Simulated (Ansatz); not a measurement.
InMe2H (C₂H₇In). Charge 0, multiplicity 1. Geometry r2SCAN-D4/def2-SVP.

```
atom   x (Å)   y (Å)   z (Å)
  C1  -0.474   1.582   0.921
  C2   0.875  -1.271  -1.092
 In3  -0.633  -0.487   0.266
  H4  -0.576   2.255   0.053
  H5   0.520   1.765   1.360
  H6  -1.243   1.845   1.661
  H7   1.852  -1.302  -0.581
  H8   0.986  -0.606  -1.964
  H9   0.632  -2.284  -1.444
 H10  -1.940  -1.496   0.820
```

In the def2 sets In takes a core potential; there is no spin–orbit coupling.

(1) Estimate the orbital energies around the gap (eV) in Ansatz with PBE-D4/def2-SVP, PBE-D4/def2-TZVP, r2SCAN-D4/def2-TZVP, PBE0-D4/def2-TZVP, ωB97X-V/def2-TZVP.

## Answers

(1) 
```tsv
orbital	PBE-D4/def2-SVP	PBE-D4/def2-TZVP	r2SCAN-D4/def2-TZVP	PBE0-D4/def2-TZVP	ωB97X-V/def2-TZVP
HOMO−9	-18.17	-18.11	-18.74	-20.64	-23.30
HOMO−8	-16.11	-16.32	-17.17	-18.62	-21.54
HOMO−7	-15.84	-16.05	-16.88	-18.34	-21.22
HOMO−6	-9.59	-9.65	-9.95	-11.01	-13.67
HOMO−5	-9.31	-9.41	-9.77	-10.91	-13.50
HOMO−4	-9.30	-9.40	-9.76	-10.89	-13.45
HOMO−3	-9.18	-9.29	-9.65	-10.79	-13.35
HOMO−2	-9.14	-9.24	-9.60	-10.73	-13.27
HOMO−1	-6.25	-6.33	-6.59	-7.49	-9.83
HOMO	-5.98	-6.05	-6.26	-7.19	-9.47
LUMO	-1.89	-1.96	-1.65	-1.23	0.49
LUMO+1	-0.28	-0.63	-0.21	0.17	1.93
LUMO+2	0.71	0.10	0.79	0.68	2.05
LUMO+3	1.63	1.05	1.70	1.68	2.94
LUMO+4	2.35	1.20	2.17	1.91	3.33
LUMO+5	2.65	1.44	2.34	1.99	3.85
```
